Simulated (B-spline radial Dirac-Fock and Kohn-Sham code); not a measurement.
# Auger parameter of europium: the M5 level and its strongest M5-NN line

Model: multi-electron Dirac-Fock with separately optimised hole states, Breit and Lamb-shift corrections added in first order. Program: a radial finite-basis atomic code. The modified Auger parameter α′ is the binding energy plus the kinetic energy of the Auger electron; it does not depend on the energy zero. For free ions it tends to fall with charge, since less charge screens the final holes.

| species | configuration | binding 3d5/2 (eV) | Auger line | kinetic (eV) | α′ (eV) |
| --- | --- | --- | --- | --- | --- |
| Eu | [Xe] 4f7 6s2 | 1136.3 | N5N5 J=4 | 830.9 | 1967.2 |
| Eu | [Xe] 4f6 5d1 6s2 | 1145.6 | N5N5 J=4 | 824.4 | 1970.0 |
| Eu | [Xe] 4f8 6s1 | 1126.2 | N5N5 J=4 | 840.3 | 1966.5 |
| Eu⁺ | [Xe] 4f7 6s1 | 1143.0 | N5N5 J=4 | 822.9 | 1965.9 |
| Eu²⁺ | [Xe] 4f7 | 1150.8 | N5N5 J=4 | 814.0 | 1964.8 |
| Eu²⁺ | [Xe] 4f5 6s2 | 1177.8 | N5N5 J=4 | 793.5 | 1971.3 |
| Eu²⁺ | [Xe] 4f5 5d2 | 1170.9 | N5N5 J=4 | 800.8 | 1971.6 |
| Eu²⁺ | [Xe] 4f6 5d1 | 1160.4 | N5N5 J=4 | 807.3 | 1967.7 |
| Eu²⁺ (Watson 1.6 Å) | [Xe] 4f7 | 1133.1 | N5N5 J=4 | 831.9 | 1965.0 |
| Eu²⁺ (Watson 3 Å) | [Xe] 4f7 | 1141.2 | N5N5 J=4 | 823.6 | 1964.9 |
| Eu³⁺ | [Xe] 4f6 | 1172.5 | N5N5 J=4 | 794.1 | 1966.6 |
| Eu³⁺ | [Xe] 4f5 6p1 | 1188.1 | N5N5 J=4 | 782.6 | 1970.7 |
| Eu³⁺ | [Xe] 4f5 5d1 | 1183.3 | N5N5 J=4 | 787.3 | 1970.6 |
| Eu³⁺ | [Xe] 4f5 6s1 | 1187.0 | N5N5 J=4 | 783.6 | 1970.6 |
| Eu³⁺ (Watson 1.6 Å) | [Xe] 4f6 | 1145.6 | N5N5 J=4 | 821.0 | 1966.7 |
| Eu⁴⁺ | [Xe] 4f5 | 1196.9 | N5N5 J=4 | 773.1 | 1970.0 |
| Eu⁵⁺ | [Kr] 4d10 4f5 5s2 5p5 | 1214.3 | N5N5 J=4 | 755.6 | 1969.9 |
| Eu⁶⁺ | [Kr] 4d10 4f5 5s2 5p4 | 1232.5 | N5N5 J=4 | 737.6 | 1970.1 |
| Eu⁷⁺ | [Kr] 4d10 4f5 5s2 5p3 | 1251.4 | N5N5 J=4 | 719.1 | 1970.5 |

Values without a named source are computed, but for edge energies of neutral atoms, which are taken from tables.
